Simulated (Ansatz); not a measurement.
Basis sets compared for Cu₂Se (the lowest singlet isomer of a short search). The state is a singlet with charge 0. Geometry PBE0-D4/def2-TZVP. Ansatz on 4 threads of AMD EPYC 7R43 on a shared host; times are rough, and most runs start from earlier orbitals.

Cartesian coordinates in Å:
```
Cu 0.6529 -0.1905 -1.2698
Cu -1.1565 0.7814 0.3562
Se 0.5035 -0.5909 0.9135
```

The structure comes from a short search, and lower isomers may exist.

Binding counts from free atoms (Cu doublet, Se triplet) in the same basis, without a counterpoise term.

```tsv
level	functions	energy (Eh)	HOMO (eV)	LUMO (eV)	binding per atom (eV)	wall time
PBE-D4/def2-SVP	94	-5681.0230	-4.16	-2.97	2.21	0.95 s
PBE-D4/def2-TZVP (with forces)	138	-5681.8285	-4.70	-3.39	1.95	3.2 s
r2SCAN-D4/def2-TZVP	138	-5682.6251	-4.79	-3.17	1.94	3 s
PBE0-D4/def2-SVP	94	-5681.1046	-5.18	-2.11	1.96	1.6 s
PBE0-D4/def2-TZVP	138	-5681.8899	-5.62	-2.48	1.78	2.7 s
```

(1) Estimate the rows for PBE-D4/def2-TZVPD, r2SCAN-D4/def2-TZVPD, PBE0-D4/def2-TZVPD.

Results:

(1) 
| level | functions | energy (Eh) | HOMO (eV) | LUMO (eV) | binding per atom (eV) | wall time |
| --- | --- | --- | --- | --- | --- | --- |
| PBE-D4/def2-TZVPD | 153 | -5681.8314 | -4.81 | -3.49 | 1.97 | 1.6 s |
| r2SCAN-D4/def2-TZVPD | 153 | -5682.6274 | -4.89 | -3.26 | 1.96 | 3.3 s |
| PBE0-D4/def2-TZVPD | 153 | -5681.8924 | -5.72 | -2.61 | 1.80 | 3.1 s |
